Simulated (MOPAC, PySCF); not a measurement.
CH5GaS2, SMILES `[CH3][Ga]([SH])[SH]` (S–Ga–S–H torsion -180°, S–Ga–S–H torsion 180°), neutral singlet in the gas phase. 

Cartesian coordinates (Å):
```xyz
9

C     -1.2407    -0.0726    -0.3219
Ga     0.6666     0.0381     0.1624
S      1.8650    -1.6780     0.9025
S      1.8534     1.9120     0.0558
H     -1.4461     0.5475    -1.1941
H     -1.8431     0.2931     0.5112
H     -1.5268    -1.1016    -0.5353
H      0.8446    -2.5488     0.8184
H      0.8268     2.6463    -0.4066
```
Charge 0, multiplicity 1.

All levels are single points at this geometry (B3LYP-D3(BJ)/def2-TZVP); Pople sets use spherical d functions. Orbital energies aren't observables, and empty levels follow the basis.

```csv
level,HOMO (eV),LUMO (eV),gap (eV),dipole (D),"vertical IE, Delta-SCF (eV)"
M06-2X/def2-TZVP in PySCF,-8.49,-0.20,8.29,3.03,9.57
B3LYP/3-21G in PySCF,-7.09,-0.96,6.12,4.40,–
B3LYP/6-311+G** (LANL2DZ on Ga) in PySCF,-7.12,-1.07,6.05,3.40,–
B3LYP/6-31G* in PySCF,-6.95,-0.92,6.02,3.50,9.11
B3LYP/LANL2DZ in PySCF,-7.16,-1.04,6.12,4.34,–
BP86/6-31G* in PySCF,-6.11,-1.57,4.54,3.49,–
M06-2X/6-31G* in PySCF,-8.38,-0.18,8.20,3.59,–
HF/3-21G in PySCF,-10.26,1.84,12.11,4.95,–
HF/6-31G* in PySCF,-10.03,2.01,12.04,3.77,9.91
AM1 in MOPAC,-9.61,-2.27,7.34,3.43,–
PM3 in MOPAC,-9.68,-2.86,6.82,4.85,–
PM6 in MOPAC,-9.31,-0.73,8.57,3.08,–
PM7 in MOPAC,-9.38,-0.84,8.54,4.37,–
```
